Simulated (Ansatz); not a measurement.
Geometry optimisation, Ansatz, RKS PBE0-D4/def2-SVP.

Input:

```yaml
crystal:
  periodic: [false, false, false]
  atoms:
    - { symbol: C, position_ang: [-0.7011, -1.8417, 0.1423] }
    - { symbol: O, position_ang: [0.0257, -0.7176, 0.6252] }
    - { symbol: C, position_ang: [-0.35144, 0.00756, 1.76487] }
    - { symbol: O, position_ang: [-1.34511, -0.22, 2.42538] }
    - { symbol: Sb, position_ang: [0.80183, 1.73753, 2.2962] }
    - { symbol: H, position_ang: [-0.7948, -2.5798, 0.8975] }
    - { symbol: H, position_ang: [-1.755, -1.4498, -0.0874] }
    - { symbol: H, position_ang: [-0.2468, -2.1919, -0.7972] }
    - { symbol: H, position_ang: [1.34406, 0.98717, 3.81023] }
    - { symbol: H, position_ang: [-0.54422, 2.50784, 3.05445] }
basis:
  gaussian: { orbitals: def2-SVP }
hamiltonian:
  xc: pbe0
  dispersion: d4
relax:
  f_tol: 0.015
  max_steps: 40
```

Launched with:

```bash
$ ansatz run input.yaml --threads 2 --pin off --max-ram 3072MiB --backend cpu --events-out ev --progress --plain --runs-dir out
```

Q: Where does it end, and by what steps?

A: It converged. The force dipped under the threshold on the way, but the program's further checks kept it going. After 21 steps the energy has fallen by 0.513 eV; H9 moved furthest, 1.03 Å.

```json
{"step": "0", "energy less start (eV)": "0.0000", "largest force component (eV/Å)": "2.508", "accepted": "yes"}
{"step": "1", "energy less start (eV)": "-0.3390", "largest force component (eV/Å)": "1.093", "accepted": "yes"}
{"step": "2", "energy less start (eV)": "-0.4434", "largest force component (eV/Å)": "0.590", "accepted": "yes"}
{"step": "3", "energy less start (eV)": "-0.3954", "largest force component (eV/Å)": "1.349", "accepted": "no"}
{"step": "4", "energy less start (eV)": "-0.4612", "largest force component (eV/Å)": "0.205", "accepted": "yes"}
{"step": "5", "energy less start (eV)": "-0.4698", "largest force component (eV/Å)": "0.054", "accepted": "yes"}
{"step": "6", "energy less start (eV)": "-0.4736", "largest force component (eV/Å)": "0.420", "accepted": "yes"}
{"step": "7", "energy less start (eV)": "-0.4880", "largest force component (eV/Å)": "0.155", "accepted": "yes"}
{"step": "8", "energy less start (eV)": "-0.4961", "largest force component (eV/Å)": "0.095", "accepted": "yes"}
{"step": "9", "energy less start (eV)": "-0.4880", "largest force component (eV/Å)": "0.744", "accepted": "no"}
{"step": "10", "energy less start (eV)": "-0.5034", "largest force component (eV/Å)": "0.188", "accepted": "yes"}
{"step": "11", "energy less start (eV)": "-0.5083", "largest force component (eV/Å)": "0.189", "accepted": "yes"}
{"step": "12", "energy less start (eV)": "-0.5086", "largest force component (eV/Å)": "0.183", "accepted": "yes"}
{"step": "13", "energy less start (eV)": "-0.5097", "largest force component (eV/Å)": "0.190", "accepted": "yes"}
{"step": "14", "energy less start (eV)": "-0.5112", "largest force component (eV/Å)": "0.054", "accepted": "yes"}
{"step": "15", "energy less start (eV)": "-0.5122", "largest force component (eV/Å)": "0.032", "accepted": "yes"}
{"step": "16", "energy less start (eV)": "-0.5127", "largest force component (eV/Å)": "0.015", "accepted": "yes"}
{"step": "17", "energy less start (eV)": "-0.5075", "largest force component (eV/Å)": "0.212", "accepted": "no"}
{"step": "18", "energy less start (eV)": "-0.5129", "largest force component (eV/Å)": "0.014", "accepted": "yes"}
{"step": "19", "energy less start (eV)": "-0.5131", "largest force component (eV/Å)": "0.023", "accepted": "yes"}
{"step": "20", "energy less start (eV)": "-0.5131", "largest force component (eV/Å)": "0.026", "accepted": "no"}
{"step": "21", "energy less start (eV)": "-0.5132", "largest force component (eV/Å)": "0.009", "accepted": "yes"}
```

```xyz
10
Properties=species:S:1:pos:R:3
C -0.627 -1.788 0.331
O 0.040 -0.652 0.872
C -0.708 0.165 1.620
O -1.872 0.001 1.840
Sb 0.500 1.904 2.255
H -1.000 -2.440 1.135
H -1.480 -1.480 -0.292
H 0.116 -2.320 -0.274
H 1.752 0.910 2.870
H -0.287 1.939 3.775
```

The run took 86 s on 2 threads of Arm Neoverse V1, with other jobs on the host, peak memory 0.25 GiB.
